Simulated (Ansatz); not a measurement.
Calculated with Ansatz (gas phase, PBE0-D4/def2-TZVP geometries, no zero-point term in ΔE). CCSD(T)/CBS is the MP2 limit (def2-TZVPP, def2-QZVPP) plus CCSD(T) − MP2 in def2-TZVPP, frozen cores. This one scheme is used for every species. Functionals use def2-TZVPP. For Br outer-core shells are correlated without core-valence functions, which leaves a few kJ/mol of doubt a bond. Scalar relativity is left out up to krypton. One conformer a species, not always the lowest.

`C[C@H]1C[C@@H]1S` + HBr → `C[C@H]1C[C@@H]1Br` + H₂S  (substitution at a C–S bond)

```json
{"level": "PBE-D4", "ΔE (kJ/mol)": "9.3"}
{"level": "ωB97M-V", "ΔE (kJ/mol)": "9.3"}
{"level": "B2PLYP", "ΔE (kJ/mol)": "7.0"}
{"level": "PBE", "ΔE (kJ/mol)": "8.2"}
{"level": "PBE0", "ΔE (kJ/mol)": "9.7"}
{"level": "MP2/def2-TZVPP", "ΔE (kJ/mol)": "7.5"}
{"level": "CCSD(T)/def2-TZVPP", "ΔE (kJ/mol)": "6.9"}
{"level": "MP2/def2-QZVPP", "ΔE (kJ/mol)": "8.6"}
```

**Question.** What does CCSD(T)/CBS give? (Best estimate.)

**Answer.** Computed: +8.5 kJ/mol. The listed levels differ from it by 0.8, 0.8, -1.5, -0.3, 1.2, -1.0, -1.6, 0.1 kJ/mol.

Largest T1 diagnostic among the species: 0.009.
